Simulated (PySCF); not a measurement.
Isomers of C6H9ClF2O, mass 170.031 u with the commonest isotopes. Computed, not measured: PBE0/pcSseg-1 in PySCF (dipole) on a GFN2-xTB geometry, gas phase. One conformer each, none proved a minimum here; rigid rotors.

Task: Order these by rotational constant C, largest first.
A. `[CH3:1][CH:2]([CH3:3])[C@@H:4]([F:5])[C@H:6]([F:7])[C:8](=[O:9])[Cl:10]` with C1–C2–C4–F5 52°, C2–C4–C6–F7 81°, C4–C6–C8–O9 -69°
B. `[CH3:1][CH2:2][C@@:3]([F:4])([C:5](=[O:6])[Cl:7])[C@H:8]([CH3:9])[F:10]` with C1–C2–C3–F4 -61°, C2–C3–C5–O6 67°, C2–C3–C8–C9 169°
C. `[CH3:1][CH2:2][C@H:3]([CH3:4])[C:5]([F:6])([F:7])[C:8](=[O:9])[Cl:10]` with C1–C2–C3–C4 -169°, C2–C3–C5–F6 -74°, C3–C5–C8–O9 71°

Result: C (852.0 MHz), B (766.6 MHz), A (737.2 MHz).

Task: Order these by rotational constant B, smallest first.
A. `[CH3:1][CH2:2][C@H:3]([CH3:4])[C:5]([F:6])([F:7])[C:8](=[O:9])[Cl:10]` with C1–C2–C3–C4 -169°, C2–C3–C5–F6 -74°, C3–C5–C8–O9 71°
B. `[CH3:1][CH:2]([CH3:3])[C@@H:4]([F:5])[C@H:6]([F:7])[C:8](=[O:9])[Cl:10]` with C1–C2–C4–F5 52°, C2–C4–C6–F7 81°, C4–C6–C8–O9 -69°
C. `[CH3:1][CH2:2][C@@:3]([F:4])([C:5](=[O:6])[Cl:7])[C@H:8]([CH3:9])[F:10]` with C1–C2–C3–F4 -61°, C2–C3–C5–O6 67°, C2–C3–C8–C9 169°

Result: B (825.4 MHz), C (947.5 MHz), A (1057 MHz).

Task: Order these by dipole moment, largest first.
A. `[CH3:1][CH2:2][C@H:3]([CH3:4])[C:5]([F:6])([F:7])[C:8](=[O:9])[Cl:10]` with C1–C2–C3–C4 -169°, C2–C3–C5–F6 -74°, C3–C5–C8–O9 71°
B. `[CH3:1][CH:2]([CH3:3])[C@@H:4]([F:5])[C@H:6]([F:7])[C:8](=[O:9])[Cl:10]` with C1–C2–C4–F5 52°, C2–C4–C6–F7 81°, C4–C6–C8–O9 -69°
C. `[CH3:1][CH2:2][C@@:3]([F:4])([C:5](=[O:6])[Cl:7])[C@H:8]([CH3:9])[F:10]` with C1–C2–C3–F4 -61°, C2–C3–C5–O6 67°, C2–C3–C8–C9 169°

Result: A (2.58 D), B (2.30 D), C (0.72 D).

| SMILES | point group | Ia (u·Å²) | Ib (u·Å²) | Ic (u·Å²) | κ | μa (D) | μb (D) | μc (D) |
| --- | --- | --- | --- | --- | --- | --- | --- | --- |
| CC[C@@](F)(C(=O)Cl)[C@H](C)F | C1 | 353.52 | 533.38 | 659.28 | -0.45 | 0.57 | 0.39 | 0.21 |
| CC[C@H](C)C(F)(F)C(=O)Cl | C1 | 396.22 | 478.10 | 593.16 | -0.03 | 1.85 | 1.75 | 0.41 |
| CC(C)[C@@H](F)[C@H](F)C(=O)Cl | C1 | 333.06 | 612.26 | 685.55 | -0.77 | 1.48 | 1.30 | 1.19 |
